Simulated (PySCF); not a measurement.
# C⁴⁺ (carbon, charge +4) across methods

1s2, closed-shell 1S. All numbers are calculated (PySCF 2.14, scalar relativity by spin-free X2C-1e, in an uncontracted even-tempered set (17 s from 1.2 bohr⁻², ratio 2.2; 7 p from 1.9 bohr⁻², ratio 2.4; 4 d from 5.8 bohr⁻², ratio 2.4; 3 f from 8.8 bohr⁻², ratio 2.4; 3 g from 13 bohr⁻², ratio 2.4)). The B2PLYP total includes its PT2 part (frozen core); its orbital energies are those of the SCF part.

```csv
method,E (hartree),mean ε 1s (eV),Σ⟨r²⟩ (bohr²),⟨S²⟩
PBE0,-32.3738,-366.58,0.1931,0.000
UHF,-32.37476,-392.44,0.1912,0.000
r2SCAN,-32.4224,-361.48,0.1923,0.000
B2PLYP,-32.4131,-376.69,0.1925,0.000
PBE,-32.3582,-357.69,0.1939,0.000
LDA,-32.0528,-354.77,0.1958,0.000
```

Problem. Estimate the same row for MN15.

Solution. E (hartree) = -32.4563; mean ε 1s (eV) = -364.04; Σ⟨r²⟩ (bohr²) = 0.1953; ⟨S²⟩ = 0.000.
